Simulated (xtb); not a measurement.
Nb(O)(F)(Me)2 (C2H6FNbO), SMILES [CH3][Nb]([CH3])(=[O])[F], multiplicity 1. All values are semi-empirical tight-binding results from xtb (GFN2-xTB unless named), good for trends rather than for accurate numbers. The structure is a stationary point at GFN2-xTB. The multiplicity is an assumed one; other spin states were not compared.

Optimised geometry:

Bonds (Å): Nb1–O2 1.672, Nb1–F3 1.826, Nb1–C4 2.265, Nb1–C8 2.265, C4–H5 1.097, C4–H6 1.100, C4–H7 1.098, C8–H9 1.099, C8–H10 1.101, C8–H11 1.095. Bond angles (°): O2–Nb1–F3 140.7, O2–Nb1–C4 98.5, O2–Nb1–C8 98.7, F3–Nb1–C4 106.8, F3–Nb1–C8 106.5, C4–Nb1–C8 98.6, Nb1–C4–H5 112.2, Nb1–C4–H6 108.8, Nb1–C4–H7 111.4, H5–C4–H6 108.8, H5–C4–H7 107.3, H6–C4–H7 108.3, Nb1–C8–H9 110.3, Nb1–C8–H10 108.6, Nb1–C8–H11 113.3, H9–C8–H10 108.1, H9–C8–H11 107.5, H10–C8–H11 108.9.
Charge 0, spin multiplicity 1.

For metal compounds this method's bond lengths and energies can be far off.

Q: Estimate the properties. (An estimate is asked for; the answer gives what the named calculation found.)

A: 
```
Item                                           Value
-------------------------------------  -------------
orbital gap                                  1.95 eV
zero-point energy                      44.6 kcal/mol
G − E(el) at 298.15 K (modified RRHO)  22.6 kcal/mol
```

Computed atomic charges and the Wiberg bond orders between heavy atoms:
charges (e) Nb1 0.43, O2 -0.38, F3 -0.33, C4 -0.14, H5 0.10, H6 0.09, H7 0.10, C8 -0.14, H9 0.10, H10 0.09, H11 0.10. Bond orders Nb1–O2 2.27, Nb1–F3 1.04, Nb1–C4 1.07, Nb1–C8 1.07.
